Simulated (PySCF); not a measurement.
B(F)2(OH) (BF2HO), SMILES OB(F)F.

Geometry: B3LYP-D3(BJ)/def2-TZVP. One conformer was computed; it need not be the lowest.

These are r2SCAN/def2-TZVPD run with PySCF values and carry that method's errors.

Symmetry labels are those of the subgroup Cs that the program uses (full group Cs).

Question: List the valence orbital energies around the gap with their symmetry. (The exact figures need the calculation; the answer reports its results.)

Answer: 
| orbital | symmetry | energy (eV) |
|---|---|---|
| HOMO−7 | A' | -14.39 |
| HOMO−6 | A' | -13.53 |
| HOMO−5 | A" | -12.54 |
| HOMO−4 | A' | -11.56 |
| HOMO−3 | A" | -10.95 |
| HOMO−2 | A' | -10.57 |
| HOMO−1 | A' | -9.80 |
| HOMO | A" | -9.39 |
| LUMO | A' | -0.32 |
| LUMO+1 | A" | 0.82 |
| LUMO+2 | A' | 1.16 |
| LUMO+3 | A' | 1.84 |
